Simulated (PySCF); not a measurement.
B(H)(vinyl)(OH) (C2H5BO), SMILES C=CBO.

Geometry: PBE0-D3(BJ)/def2-SVP. One conformer was computed; it need not be the lowest.

Calculation: M06-2X/def2-TZVPD run with PySCF.

Symmetry labels are those of the subgroup Cs that the program uses (full group Cs).

Problem. List the valence orbital energies around the gap with their symmetry. (The exact figures need the calculation; the answer reports its results.)

Solution. 
| orbital | symmetry | energy (eV) |
|---|---|---|
| HOMO−7 | A' | -17.53 |
| HOMO−6 | A' | -15.09 |
| HOMO−5 | A' | -14.08 |
| HOMO−4 | A' | -12.37 |
| HOMO−3 | A" | -12.29 |
| HOMO−2 | A' | -12.05 |
| HOMO−1 | A' | -10.03 |
| HOMO | A" | -9.40 |
| LUMO | A" | -0.32 |
| LUMO+1 | A' | 0.15 |
| LUMO+2 | A' | 0.72 |
| LUMO+3 | A' | 1.01 |
